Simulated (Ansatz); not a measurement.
`O[Si](F)O[SiH3]` radical, relaxed with UKS PBE-D4/def2-SVP in Ansatz 0.2.0 from a rough embedded geometry. The force threshold is 0.03 eV/Å; the program also tests the step.

The species carries charge 0 and has multiplicity 2.

Start:

```xyz
9

O    -2.606   -0.407    0.294
Si   -1.338    0.565    0.267
F    -1.462    1.340   -1.095
O     0.070   -0.360    0.141
Si    1.686   -0.109    0.240
H    -2.822   -0.939   -0.505
H     2.101    0.651   -0.996
H     2.039    0.657    1.409
H     2.332   -1.398    0.244
```

```json
{"step": "1", "energy (eV)": "-22608.9122", "largest force (eV/Å)": "2.337", "largest move (Å)": "0.000"}
{"step": "2", "energy (eV)": "-22609.1561", "largest force (eV/Å)": "1.255", "largest move (Å)": "0.079"}
{"step": "3", "energy (eV)": "-22609.2355", "largest force (eV/Å)": "0.185", "largest move (Å)": "0.065"}
{"step": "4", "energy (eV)": "-22609.2381", "largest force (eV/Å)": "0.190", "largest move (Å)": "0.019"}
{"step": "5", "energy (eV)": "-22609.2409", "largest force (eV/Å)": "0.053", "largest move (Å)": "0.030"}
{"step": "6", "energy (eV)": "-22609.2426", "largest force (eV/Å)": "0.051", "largest move (Å)": "0.037"}
{"step": "7", "energy (eV)": "-22609.2431", "largest force (eV/Å)": "0.114", "largest move (Å)": "0.018"}
{"step": "8 (rejected)", "energy (eV)": "-22609.2199", "largest force (eV/Å)": "1.018", "largest move (Å)": "0.195"}
{"step": "9", "energy (eV)": "-22609.2453", "largest force (eV/Å)": "0.051", "largest move (Å)": "0.046"}
{"step": "10", "energy (eV)": "-22609.2494", "largest force (eV/Å)": "0.201", "largest move (Å)": "0.100"}
{"step": "11 (rejected)", "energy (eV)": "-22609.2432", "largest force (eV/Å)": "0.701", "largest move (Å)": "0.115"}
{"step": "13", "energy (eV)": "-22609.2591", "largest force (eV/Å)": "0.127", "largest move (Å)": "0.075"}
{"step": "15", "energy (eV)": "-22609.2751", "largest force (eV/Å)": "0.396", "largest move (Å)": "0.169"}
{"step": "17 (rejected)", "energy (eV)": "-22609.2569", "largest force (eV/Å)": "1.654", "largest move (Å)": "0.057"}
{"step": "19", "energy (eV)": "-22609.2925", "largest force (eV/Å)": "0.081", "largest move (Å)": "0.100"}
{"step": "21", "energy (eV)": "-22609.2993", "largest force (eV/Å)": "0.138", "largest move (Å)": "0.075"}
{"step": "23", "energy (eV)": "-22609.3067", "largest force (eV/Å)": "0.059", "largest move (Å)": "0.082"}
{"step": "25", "energy (eV)": "-22609.3073", "largest force (eV/Å)": "0.035", "largest move (Å)": "0.031"}
{"step": "27", "energy (eV)": "-22609.3077", "largest force (eV/Å)": "0.053", "largest move (Å)": "0.009"}
{"step": "29", "energy (eV)": "-22609.3088", "largest force (eV/Å)": "0.084", "largest move (Å)": "0.116"}
{"step": "31", "energy (eV)": "-22609.3101", "largest force (eV/Å)": "0.137", "largest move (Å)": "0.087"}
{"step": "33", "energy (eV)": "-22609.3114", "largest force (eV/Å)": "0.208", "largest move (Å)": "0.074"}
{"step": "35", "energy (eV)": "-22609.3136", "largest force (eV/Å)": "0.157", "largest move (Å)": "0.053"}
{"step": "37", "energy (eV)": "-22609.3151", "largest force (eV/Å)": "0.137", "largest move (Å)": "0.057"}
{"step": "39", "energy (eV)": "-22609.3166", "largest force (eV/Å)": "0.100", "largest move (Å)": "0.056"}
{"step": "41", "energy (eV)": "-22609.3172", "largest force (eV/Å)": "0.144", "largest move (Å)": "0.007"}
{"step": "42", "energy (eV)": "-22609.3180", "largest force (eV/Å)": "0.016", "largest move (Å)": "0.044"}
```

End:

```xyz
9

O    -2.411   -0.779   -0.493
Si   -1.387    0.218    0.375
F    -1.205    1.662   -0.399
O     0.090   -0.537    0.378
Si    1.707   -0.094    0.179
H    -3.353   -0.541   -0.419
H     2.003    0.168   -1.271
H     2.015    1.141    0.980
H     2.543   -1.237    0.671
```

Hardware: 2 threads of an AMD EPYC 7R13 on a shared host. Wall time 100 s, peak host memory 0.2 GiB.
